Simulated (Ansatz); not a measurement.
Consider the formal exchange of groups at a B–C bond: `FBC1(F)C=N1` + `C[N](C)[GeH3]` → `C[N]([GeH3])BF` + `CC1(F)C=N1`.

Program: Ansatz. Geometries: PBE0-D4/def2-TZVP. ΔE: electronic, gas phase. CBS: MP2 limit from def2 TZ/QZ plus the TZ coupled-cluster correction, frozen cores. Functionals use def2-TZVPP. B3LYP here is the variant with VWN-RPA as its local correlation; programs differ in this. For Ge outer-core shells are correlated without core-valence functions, which leaves a few kJ/mol of doubt a bond. Scalar relativity is left out up to krypton. One conformer a species, not always the lowest.

(1) Is it downhill or uphill in electronic energy at CCSD(T)/CBS, and by how much? (An estimate is asked.)

(2) What do these levels give: BLYP-D4, PBE0-D4, B3LYP-D4, r2SCANh-D4, BHLYP-D4, PBE-QIDH, r2SCAN, r2SCAN0, CAM-B3LYP, MP2/def2-QZVPP, HF/CBS(def2), CCSD/CBS(def2)? (Best estimate.)

Largest T1 diagnostic among the species: 0.013.

Results:

(1) Ansatz gave: Downhill: ΔE = -43.5 kcal/mol.

(2) Ansatz gave: BLYP-D4 -40.8, PBE0-D4 -42.9, B3LYP-D4 -42.4, r2SCANh-D4 -43.5, BHLYP-D4 -44.1, PBE-QIDH -44.2, r2SCAN -43.1, r2SCAN0 -44.2, CAM-B3LYP -43.9, MP2/def2-QZVPP -44.0, HF/CBS(def2) -44.3, CCSD/CBS(def2) -43.8 kcal/mol.

From r2SCAN to r2SCAN0 (25 % exact exchange), in def2-TZVPP and without D4, ΔE moves by −1.1 kcal/mol. Leaving LDA and LC-ωPBE aside and taking each functional with its dispersion term where it has one, the values, not all of them listed here, spread over 4.2 kcal/mol, from PBE-QIDH to revPBE-D4. LDA lies −2.5 kcal/mol from PBE without D4.
